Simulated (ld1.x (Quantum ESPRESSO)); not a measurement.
## Ranking TM semilocal potentials for Xe (Z = 54)

All share these settings but for the change named:

xenon, norm-conserving Troullier–Martins (semilocal form), made with ld1.x (Quantum ESPRESSO) 7.5 (PBEsol, scalar-relativistic). Core [Kr] 4d10, reference 5s2 5p6. Waves: 5p (bound): rc 1.75 bohr; 5d channel at 0.35 Ry: rc 1.70 bohr; 5s (bound): rc 1.25 bohr. Local part: the s channel. Core correction: a·sin(br)/r model core inside 1.10 bohr.

Test errors are all-electron minus pseudo excitation energies from the reference, over 5s2 5p5; 5s2 5p4; 5s2 5p3; 5s1 5p6; 5s2 5p2; 5s2 5p5.5. None of these files shows a bound ghost.

The base gives 20.8 meV.

Of 7 variants that were run, those that failed, showed a ghost or another fault, or gave nearly equal values are left out.

A variant can come out equal or close to the base, since the largest error may sit in a test that the change hardly touches while other tests move.

Question: Rank these variants by their largest absolute test error, smallest first.
A. wave 5p (bound): rc 1.75 bohr becomes 5p (bound): rc 2.34 bohr
B. wave 5s (bound): rc 1.25 bohr becomes 5s (bound): rc 1.40 bohr
C. wave 5d channel at 0.35 Ry: rc 1.70 bohr becomes 5d channel at 0.35 Ry: rc 2.58 bohr

Answer: A (11.8 meV), C (20.8 meV), B (42.3 meV).
